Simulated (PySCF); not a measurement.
Gd2H6 at several levels of theory

Computed with PySCF 2.14.0 (density fitting, no spin-orbit coupling) at the geometry relaxed with PBE0:

```xyz
8
Gd2H6 (singlet in the valence; each metal's 4f electrons, 7 of them, lie in its core potential, out of spins and levels)
Gd    0.0000    0.0000    1.8009
Gd    0.0000    0.0000   -1.8009
H     1.2537    0.0000    0.0000
H    -1.2537    0.0000    0.0000
H     0.0000    1.6984    2.8923
H     0.0000   -1.6984    2.8923
H     0.0000    1.6984   -2.8923
H     0.0000   -1.6984   -2.8923
```

| level | basis | state | HOMO (eV) | gap (eV) | charge on Gd1 (e) | population of f-type functions on Gd1 (polarisation alone where 4f lies in the core) | dipole about the centre of mass (D) | largest force component (eV/Å) |
| --- | --- | --- | --- | --- | --- | --- | --- | --- |
| PBE0 | Gd lcecp-1-SVP with ECP53, H def2-SVP | singlet | -6.97 | 4.84 | 0.89 | 0.02 | 0.00 | 0.01 |
| TPSS | the same | singlet | -5.96 | 3.23 | 0.96 | 0.02 | 0.00 | 0.05 |
| BP86 | the same | singlet | -5.87 | 2.87 | 0.75 | 0.02 | 0.00 | 0.10 |
| BLYP | the same | singlet | -5.67 | 2.77 | 0.70 | 0.02 | 0.00 | 0.14 |
| PBE0 | Gd lcecp-1-TZVP with ECP53, H def2-TZVP | singlet | -6.99 | 4.86 | 1.02 | 0.03 | 0.00 | 0.03 |

In the lcecp rows the 4f levels are missing from HOMO and gap, and the state counts the valence alone.

Charges are Mulliken's, which hang on the basis. The relaxation used the grid (50, 194), these runs (75, 302) or, all-electron (x2c bases, spin-free X2C Hamiltonian), (99, 590).

**Question.** What does M06-L with Gd lcecp-1-SVP with ECP53, H def2-SVP give here?

**Answer.** state singlet, HOMO (eV) -6.02, gap (eV) 3.82, charge on Gd1 (e) 1.14, population of f-type functions on Gd1 (polarisation alone where 4f lies in the core) 0.02, dipole about the centre of mass (D) 0.00, largest force component (eV/Å) 0.11. Time: 8.9 s on 2 threads of Arm Neoverse V1, with other jobs on the host, from an already converged density.

In the first row's basis the gap widens with exact exchange: 2.8 to 3.8 eV for BLYP, BP86, TPSS, M06-L (none); 4.8 eV for PBE0 (a fixed share).

An lcecp potential fixes the number of 4f electrons, so in runs with it no electron can move into or out of that shell.
